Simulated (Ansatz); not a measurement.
Two isomers of CH4F2OSi: A = `OC(F)(F)[SiH3]`, B = `OC[SiH](F)F`.

Computed with Ansatz on PBE0-D4/def2-TZVP structures; ΔE is electronic, products minus reactants. CBS: MP2 limit from def2 TZ/QZ plus the TZ coupled-cluster correction, frozen cores. Functionals use def2-TZVPP. B3LYP here is the variant with VWN-RPA as its local correlation; programs differ in this. One conformer a species, not always the lowest.

Which is lower in electronic energy at CCSD(T)/CBS, and by how much? (An estimate is asked.)

Computed: B, by 87.9 kcal/mol.

Give E(B) − E(A) in kcal/mol with r2SCAN-D4, B3LYP, PBE-D4, B2PLYP, MP2/def2-TZVPP, B3LYP-D4, HF/def2-TZVPP. (Best estimate.)

Ansatz gave: r2SCAN-D4 -82.8, B3LYP -83.7, PBE-D4 -78.5, B2PLYP -86.0, MP2/def2-TZVPP -89.6, B3LYP-D4 -83.8, HF/def2-TZVPP -86.2. None reverses the order clearly.

Largest T1 diagnostic: 0.013.

From PBE to PBE0 (25 % exact exchange), in def2-TZVPP and without D4, E(B) − E(A) moves by −2.8 kcal/mol.
